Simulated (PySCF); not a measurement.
PySCF 2.14 output of an unrestricted PBE0 calculation on a single atom or ion in aug-cc-pwCVQZ, with no relativity, point nucleus:

```
SCF conv_tol = 1e-09
number electrons alpha = 15  beta = 10
    C. Adamo and V. Barone.,  J. Chem. Phys. 110, 6158 (1999)
    M. Ernzerhof and G. E. Scuseria.,  J. Chem. Phys. 110, 5029 (1999)
cycle= 1 E= -1263.1895413809  delta_E= -0.0143  |g|= 0.0484  |ddm|= 0.43
cycle= 2 E= -1263.18945433564  delta_E= 8.7e-05  |g|= 0.0624  |ddm|= 0.0965
cycle= 3 E= -1263.19007312347  delta_E= -0.000619  |g|= 0.00327  |ddm|= 0.0229
cycle= 4 E= -1263.19007531114  delta_E= -2.19e-06  |g|= 0.00112  |ddm|= 0.00523
cycle= 5 E= -1263.19007564495  delta_E= -3.34e-07  |g|= 7.13e-05  |ddm|= 0.0019
cycle= 6 E= -1263.19007564773  delta_E= -2.78e-09  |g|= 1.33e-05  |ddm|= 8.12e-05
cycle= 7 E= -1263.19007564779  delta_E= -5.91e-11  |g|= 2.3e-06  |ddm|= 3.1e-05
converged SCF energy = -1263.19007564779  <S^2> = 8.7510259  2S+1 = 6.000342
```

The run itself started from symmetry-adapted Hartree-Fock orbitals and held the occupation by maximum overlap, on a logarithmic radial grid, so the iterations belong to that start.

Which element, charge and spin multiplicity is this?

Fe⁺ (iron, charge +1), multiplicity 6; the state was [Ar] 3d6 4s1, high-spin 6D determinant.
